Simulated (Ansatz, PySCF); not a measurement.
B(H)(Et)(OMe) (C₃H₉BO), SMILES CCBOC. Atoms are numbered in the order given.

```xyz
14

B      0.0530     0.5677     0.5802
H     -0.1468     1.6300     1.1346
C     -0.5694     0.2085    -0.8233
C     -1.4459     1.2927    -1.4496
H     -1.1398    -0.7373    -0.7162
H      0.2589    -0.0647    -1.5093
H     -0.8781     2.2248    -1.6017
H     -2.2979     1.5420    -0.7967
H     -1.8552     0.9912    -2.4272
O      0.8543    -0.2801     1.2697
C      1.1992    -1.5635     0.7825
H      1.7420    -1.4988    -0.1759
H      1.8506    -2.0480     1.5239
H      0.3051    -2.1923     0.6332
```
Charge 0, spin multiplicity 1.

Coordinates come from a r2SCAN-D4/def2-SVP optimisation. This is a generated structure with no PubChem entry under its InChIKey; it may be hypothetical. Other conformers were not sampled.

Two levels are set side by side: PBE-D3(BJ)/def2-SVP (Ansatz, an electronic-structure program) and r2SCAN-D4/def2-SVP (Ansatz). Each level has its own optimised geometry; the coordinates shown are those of the second. Frequencies come from the Hessian of PySCF at each geometry. Differences are taken from unrounded values.

```csv
quantity,r2SCAN-D4,PBE-D3(BJ),PBE-D3(BJ) minus r2SCAN-D4
mean bond length (Å),1.225,1.232,0.007
bond B1–C3 (Å),1.577,1.581,0.004
bond B1–O10 (Å),1.355,1.362,0.007
bond C3–C4 (Å),1.528,1.533,0.004
bond O10–C11 (Å),1.415,1.421,0.005
bond B1–H2 (Å),1.215,1.223,0.008
bond C3–H5 (Å),1.110,1.117,0.007
bond C3–H6 (Å),1.110,1.117,0.007
bond C4–H7 (Å),1.102,1.109,0.007
bond C4–H8 (Å),1.102,1.109,0.007
bond C4–H9 (Å),1.102,1.109,0.008
bond C11–H12 (Å),1.103,1.111,0.008
bond C11–H13 (Å),1.099,1.108,0.008
bond C11–H14 (Å),1.103,1.111,0.008
highest harmonic wavenumber (cm⁻¹),3143,3064,-78
mean harmonic wavenumber (cm⁻¹),1464,1427,-37
zero-point energy (kcal/mol),75.34,73.42,-1.92
```
